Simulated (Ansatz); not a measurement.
Mulliken charges of CClFInN, SMILES `N#[C][In]([F])[Cl]` from ωB97M-V/def2-TZVPP in Ansatz (PBE0-D4/def2-TZVP geometry).

```csv
atom,x (Å),y (Å),z (Å),charge (e)
N1,-1.393,1.451,1.649,0.004
C2,-0.782,0.784,0.935,-0.286
In3,0.330,-0.390,-0.376,1.010
F4,0.434,-2.281,-0.040,-0.447
Cl5,1.460,0.361,-2.209,-0.280
```

Q: By hand: the dipole of these point charges (1 e Å = 4.8032 D).

A: Σ q r = (-0.051, 0.306, -0.004) e Å, of length 0.310 e Å = 1.49 D.

Q: How does the dipole of the full density compare? (Estimate.)

A: Ansatz gave: (0.187, -0.001, -0.270) e Å, 1.58 D; the point charges give 0.94 times that, at 95° from its direction.

Point charges leave out the atoms' own dipoles, such as those of lone pairs, and Mulliken's split depends on the basis, so the two needn't agree.
